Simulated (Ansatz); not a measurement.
CH$_{5}$FNSTa, SMILES `[CH3][Ta]([NH2])([F])=[S]`. Charge 0, multiplicity 1. Ta takes the def2 core potential. Geometry: relaxed with PBE0-D4/def2-TZVP. It is one conformer, not always the lowest.

```xyz
10

C    -1.155    0.946   -0.447
Ta    0.713   -0.107   -0.402
N     0.612   -1.300    1.143
F     0.878   -0.976   -2.058
S     2.217    1.387    0.009
H    -1.325    1.516    0.469
H    -1.986    0.243   -0.580
H    -1.160    1.650   -1.287
H     1.135   -1.205    2.001
H     0.071   -2.155    1.152
```

Problem. What is the dipole moment at ωB97M-V/def2-TZVPP? (Best estimate.)

Solution. Computed: 4.03 D, with components (-2.48, -2.70, 1.67) D in this frame, pointing from negative to positive charge.

Problem. And with PBE, r2SCAN, B3LYP? (Best estimate.)

Solution. The calculation gave: PBE 3.85 D, r2SCAN 4.02 D, B3LYP 3.93 D.

Problem. Give the Mulliken charges with ωB97M-V, B3LYP, r2SCAN in def2-TZVPP. (Best estimate.)

Solution. The calculation gave: 
| atom | ωB97M-V | B3LYP | r2SCAN |
| --- | --- | --- | --- |
| C1 | -0.54 | -0.45 | -0.40 |
| Ta2 | 0.78 | 0.82 | 0.86 |
| N3 | -0.37 | -0.41 | -0.46 |
| F4 | -0.31 | -0.32 | -0.32 |
| S5 | -0.25 | -0.30 | -0.31 |
| H6 | 0.14 | 0.12 | 0.10 |
| H7 | 0.12 | 0.09 | 0.08 |
| H8 | 0.14 | 0.12 | 0.10 |
| H9 | 0.16 | 0.18 | 0.19 |
| H10 | 0.13 | 0.15 | 0.17 |

B3LYP here is the variant with VWN-RPA as its local correlation; programs differ in this.
